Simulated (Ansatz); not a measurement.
CH₃ClIn, SMILES `[CH3][In][Cl]` radical at its PBE0-D4/def2-TZVP geometry, where that method's forces vanish. Charge 0, multiplicity 2. In takes the def2 core potential.

```xyz
6

C     0.3865    0.7178   -0.0519
In   -0.7761   -0.9516   -0.9245
Cl   -1.2850   -2.6317    0.6868
H     1.2965    0.2728    0.3510
H     0.6074    1.4648   -0.8102
H    -0.2294    1.1279    0.7488
```

**Question.** What forces (eV/Å) does r2SCAN-D4/def2-TZVPP give on these atoms in Ansatz 0.2.0? (Estimate.)

**Answer.** Computed: 
```
C1   0.065  0.097  0.041
In2 -0.031 -0.020 -0.075
Cl3 -0.002 -0.025  0.045
H4  -0.030 -0.004 -0.016
H5  -0.006 -0.025  0.031
H6   0.004 -0.023 -0.025
```
